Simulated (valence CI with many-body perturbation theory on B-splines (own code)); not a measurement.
## Questions on Ir⁴⁴⁺

Calculated by valence CI with perturbative core correlation (CI+MBPT): five valence electrons over a frozen Dirac-Fock core [Ar] 3d10, radial functions for each j: 9 s, 9 p, 8 d, 6 f, 3 g, 1 h, with the one-electron correlation potential Σ1 (screened to all orders), the two-electron term Σ2, the three-electron term Σ3, Breit, model QED; selected single and double excitations, second order for the rest (own B-spline code, finite nucleus).

No measured spectrum was set against this ion. As an estimate, large intervals hold to a few tenths of a per cent, small ones and those within an open d or f shell to about a per cent. Among the levels kept, up to 310 cm⁻¹ of a level comes from second order outside the variational space, and about a tenth of that is noise between levels of different J, which matters for small intervals.

Levels are named by their leading jj configuration (3d3/2^4 stands for four electrons in 3d with j = 3/2), which in mixed levels can hold well under half, so a name can repeat and another be missing.

Rates and lifetimes use the calculated energies. Strong lines usually hold to 10 to 20 %, long lifetimes can be off by a factor of two.

Task: What is the ground level?

Result: (4s^2 4p1/2^2 4p3/2) J=3/2, composition 47 % 4s²4p³ ²P° + 27 % 4s²4p³ ²D° + 26 % 4s²4p³ ⁴S°, g = 1.358.

Task: What are the static dipole polarisabilities of the lowest levels?

Result: (4s^2 4p1/2^2 4p3/2) J=3/2 0.0282 (tensor 0.0018) bohr³, of which the core gives 0.00171.

Task: Name the longest-lived excited levels whose lifetime is computed, and their main decay.

Result: (4s^2 4p1/2 4p3/2 4d5/2) J=9/2 at 306.84 eV lives 2.92 μs, mostly by E2 to (4s^2 4p1/2^2 4d5/2) J=5/2; (4s^2 4p1/2 4p3/2^2) J=5/2 at 117.22 eV lives 339 ns, mostly by M1 to (4s^2 4p1/2^2 4p3/2) J=3/2; (4s^2 4p1/2 4p3/2^2) J=1/2 at 124.51 eV lives 112 ns, mostly by M1 to (4s^2 4p1/2^2 4p3/2) J=3/2.

Task: How well does LS coupling describe the low levels?

Result: Among the lowest 20 levels the leading LS term, summed over configurations, holds 53 % on average. For single configurations the figures are 52 % in LS and 94 % in jj coupling. Terms mix most in the J = 5/2 level at 195.11 eV, where the leading one holds 31 %.

Task: What is the ionisation energy?

Result: 2260.2 eV; NIST lists 2258 ± 4 eV (theoretical).

Task: Among levels below 435.95 eV, which E1 lines absorb most strongly from the ground level?

Result: to (4s^2 4p1/2 4p3/2 4d3/2) J=5/2 at 4.179 nm, f = 0.757; to (4s^2 4p1/2 4p3/2 4d3/2) J=3/2 at 4.159 nm, f = 0.646; to (4s 4p1/2^2 4p3/2^2) J=3/2 at 5.268 nm, f = 0.268.

Task: Where does the other parity begin?

Result: At (4s^2 4p1/2^2 4d3/2) J=3/2, 164.69 eV.
